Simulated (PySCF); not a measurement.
C₃H₁₀OSi, charge +1, doublet, geometry from GFN2-xTB (a state made from the parent by changing its charge; the spin is typed, not shown lowest). Base run: B3LYP/3-21G in PySCF.

Here is a job for PySCF.
```python
from pyscf import gto, scf, dft

mol = gto.M(
    atom='''
C     0.12889758    1.18880650   -1.44614808
Si   -0.12128230   -0.04285618    0.07100185
C    -0.86774393   -1.71675106   -0.33427049
C     1.81789469   -0.06613829    0.44863815
O    -0.95247691    0.62466483    1.25598572
H     0.69492992    0.70480773   -2.23158844
H     0.61870642    2.10594442   -1.14008169
H    -0.88328772    1.39366557   -1.77930953
H    -0.87921819   -2.36722949    0.53889432
H    -0.32671874   -2.23448098   -1.12289636
H    -1.90354716   -1.61899548   -0.65577031
H     2.35275218   -0.51625197   -0.37736860
H     2.19222867    0.93155161    0.64477867
H     1.89521572   -0.68415158    1.33664902
H    -0.91758359    1.45230531    1.73546366
''',
    basis='3-21g',
    charge=1,
    spin=1,
    verbose=3,
)

mf = dft.UKS(mol)
mf.xc = 'b3lyp'
mf.kernel()
```

Variants of this job, named by their change:

| change | E (Eh) | HOMO (eV) | <S^2> | core-seconds (rough) | outcome |
|---|---|---|---|---|---|
| base | -482.21205 | -13.47 | 0.755 | 10 | converged |
| functional = lda,vwn | -479.35020 | -12.41 | 0.751 | 10 | converged |
| functional = b97m_v | - | - | - | - | cut at the time limit |
| functional = mn12l | -481.80975 | -12.73 | 0.754 | 20 | converged |
| functional = m062x | -482.04837 | -14.88 | 0.758 | 10 | converged |
| functional = tpss | -482.24869 | -12.57 | 0.754 | 40 | converged |
| functional = wb97m_v | - | - | - | - | cut at the time limit |
| functional = hse06 | -481.87023 | -13.32 | 0.757 | 30 | converged |
| functional = m06 | -482.09757 | -13.58 | 0.756 | 30 | converged |
| functional = pbe | -481.78214 | -12.42 | 0.752 | 10 | converged |
| functional = r2scan | -482.03581 | -12.73 | 0.755 | 20 | converged |
| functional = lc_wpbe | -481.95826 | -16.26 | 0.762 | 30 | converged |
| functional = pbe; dispersion = d3bjm | -481.79907 | -12.42 | 0.752 | 20 | converged |

Totals shift with the method and basis; they matter in differences.

Open shells are given as the SCF converged; they aren't shown to be the lowest states, and a large step between rows can be another state.
